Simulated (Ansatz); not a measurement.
Species: SiBr, charge 0, multiplicity 2. 
Geometry from a B3LYP-D3(BJ)/def2-TZVP (Ansatz, a quantum-chemistry and plane-wave program) optimisation:
```
Si
Br 1 2.2523
```
Charge 0, spin multiplicity 2.

Computed values are from Ansatz. Correlated levels leave the core frozen unless marked. Open shells are spin-unrestricted. No spin-orbit coupling. The frozen core is the preceding noble-gas configuration, with the filled d and f shells of earlier blocks. Non-relativistic. Basis-set limits of correlation are two-point, X^-3; Hartree-Fock from the larger set.

### Question
What is the vertical electron affinity (to the triplet; negative means unbound) at CCSD(T)/CBS(def2-TZVPPD,def2-QZVPPD)?

### Answer
1.29 eV.

### Question
What is the total energy at CCSD(T)/CBS(def2-TZVPPD,def2-QZVPPD)?

### Answer
-2861.7166 Eh.

### Question
What is the atomisation energy De at CCSD(T)/CBS(def2-TZVPPD,def2-QZVPPD)?

### Answer
89.3 kcal/mol.

### Question
What is the T1 diagnostic at CCSD/def2-QZVPPD?

### Answer
0.019.

### Question
What is the dipole moment at CCSD(T)/def2-SVPD?

### Answer
0.96 D.
